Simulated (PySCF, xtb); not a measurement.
C₂H₈N, SMILES CC[NH3+], charge +1.

Harmonic wavenumbers (cm⁻¹) from GFN2-xTB (xtb 6.7.1) at its own minimum, in rising order: 203, 250, 374, 812, 895, 899, 909, 1047, 1145, 1184, 1237, 1302, 1373, 1418, 1425, 1438, 1454, 1471, 1479, 3023, 3025, 3057, 3060, 3082, 3227, 3237, 3253.

Problem. What does PySCF with PBE-D3(BJ)/def2-SVP give at its own minimum? (An estimate is asked for; the answer gives what the named calculation found.)

Solution. 230, 267, 367, 773, 822, 906, 911, 1003, 1151, 1177, 1304, 1340, 1367, 1416, 1418, 1434, 1442, 1573, 1581, 2984, 3026, 3072, 3091, 3096, 3306, 3389, 3399. Paired by order, the mean absolute difference is 39 cm⁻¹ and the zero-point energies are 64.7 and 65.5 kcal/mol.
